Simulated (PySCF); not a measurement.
## Diatomic cations of Cl with the fifth-period p block

CCSD(T) with triple-zeta basis sets in PySCF, for the lowest determinant that a PBE0 search found; no spin–orbit coupling. De refers to high-spin ground-configuration atoms (the charge goes to the atom of lower measured ionisation energy or higher electron affinity, which is not always the lowest computed limit).

| M | basis | reference, frozen orbitals | charged atom | state (unpaired electrons) | Re (Å) | ωe (cm⁻¹) | De (eV) |
| --- | --- | --- | --- | --- | --- | --- | --- |
| In | def2-TZVPPD | UHF, 9 | In+ | doublet (σ ↑) | 2.299 | 341 | 0.56 |
| Sn | def2-TZVPPD | RHF, 9 | Sn+ | singlet (closed shell) | 2.262 | 433 | 4.08 |
| Sb | def2-TZVPPD | UHF, 9 | Sb+ | doublet (π ↑) | 2.242 | 450 | 3.40 |
| I | def2-TZVPP | UHF, 9 | I+ | doublet (π ↑) | 2.243 | 440 | 2.40 |

The shortest bond is that of SbCl⁺ (2.242 Å), the longest that of InCl⁺ (2.299 Å). SnCl⁺ is bound most strongly (4.08 eV) and InCl⁺ least (0.56 eV).

The rows differ in basis set, which adds steps of its own.

The state changes along the series, so neighbouring rows are not always alike in their bonding.

Correlated steps freeze 9 core orbitals. Spin–orbit coupling is left out, which matters for elements this heavy, above all for dissociation energies. For an ion De counts to the pair picked by the measured ionisation energies or electron affinities, which need not be the lowest pair at this level. Where the molecule has an RHF reference, its open-shell atoms are computed with UHF. States were picked by a PBE0 search and need not be the measured ground states.
